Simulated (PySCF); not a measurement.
**Electron correlation in Li+ (lithium, charge +1)**

1s2, closed-shell 1S. Computed with PySCF 2.14 in Sapporo-DZP-2012 (5s2p, 11 functions), with scalar relativity by spin-free X2C-1e. Frozen: nothing; 2 electrons correlated.

Total MP2 correlation energy: -31.28 mhartree.

Same-spin part 0.00 and opposite-spin part -31.28 mhartree; SCS-MP2 scales them by 1/3 and 6/5 to -37.53 mhartree.

With two correlated electrons CCSD is exact within the correlated space (frozen core and kept virtual orbitals).

```
level  correlation energy (mhartree)
 CCSD                         -36.14
```

Diagnostics: T1 = 0.00066, D1 = 0.0009, largest double amplitude 0.026.

Cost of the coupled-cluster step: 0.02 s of wall time on 1 thread of Neoverse-V2 (shared host), for 2 correlated electrons.
